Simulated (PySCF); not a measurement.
C7H11Cl.
SMILES: `C=CC/C(=C\Cl)CC`

Theory: TDDFT PBE0/def2-SVPD, vertical, gas phase, core orbitals frozen in the response in PySCF 2.14.0, density-fitted response routines. The structure is a single PBE0-D3(BJ)/def2-SVP conformer in the gas phase; no vibrational or solvent corrections. Torsions of this conformer, `[CH2:1]=[CH:2][CH2:3]/[C:4](=[CH:5]\[Cl:6])[CH2:7][CH3:8]`: C1–C2–C3–C4 113°, C2–C3–C4–C5 100°, C3–C4–C7–C8 -71°.

```
state  λ (nm)  E (eV)       f  |μ| (D)  main configurations (H = HOMO, L = LUMO)
   S1   210.5    5.89   0.185     2.88                    H→L (87%), H→L+1 (10%)
   S2   195.7    6.33   0.078     1.80                 H-1→L (82%), H-1→L+1 (8%)
   S3   192.4    6.44   0.036     1.22                  H→L+3 (49%), H→L+1 (32%)
   S4   185.8    6.67  0.0087     0.59                  H→L+2 (73%), H→L+3 (15%)
   S5   181.8    6.82   0.171     2.57     H→L+1 (45%), H→L+3 (28%), H→L+2 (11%)
   S6   173.5    7.14   0.016     0.76                   H→L+4 (85%), H→L+2 (8%)
   S7   172.6    7.18  0.0068     0.50                               H-2→L (88%)
   S8   171.0    7.25   0.014     0.70              H-1→L+2 (76%), H-1→L+5 (11%)
   S9   166.2    7.46  0.0024     0.29                               H→L+5 (79%)
  S10   164.7    7.53   0.251     2.96                             H-1→L+1 (76%)
```

Triplets (Tamm–Dancoff): T1 3.99 eV, H→L (74%), H→L+1 (16%); T2 4.30 eV, H-1→L (59%), H-1→L+1 (28%); T3 5.91 eV, H→L+1 (47%), H→L+3 (33%); T4 6.22 eV, H→L+3 (45%), H→L+1 (23%), H→L (13%).

The lowest singlet comes at 210 nm (568 kJ/mol) in the ultraviolet; it is strong; its leading configuration is HOMO→LUMO (87%). The strongest level in the table is S10 at 7.53 eV (165 nm, f = 0.251). It is the last of those listed, so stronger ones may follow. Löwdin shares by element: HOMO carbon 58% or more, chlorine 26% (atoms not listed hold the other 16%); LUMO carbon 67% or more (atoms not listed hold the other 33%). Of the 10 states listed, 7 reach f = 0.01 and none stays under 0.0005. The oscillator strengths of these states sum to 0.768; summed over the whole spectrum of an exact calculation they would give the number of electrons, 70 (Thomas–Reiche–Kuhn). The listed states span 1.64 eV, and the widest gap between neighbours is 0.44 eV (S1 to S2). The vertical ionisation energy (ΔSCF) is 8.80 eV, 1.28 eV above S10. Only the lowest 10 singlets were computed, as vertical energies without vibronic structure.

The run took 3.3 min of wall time on one thread of an x86-64 server, no GPU, shared host.
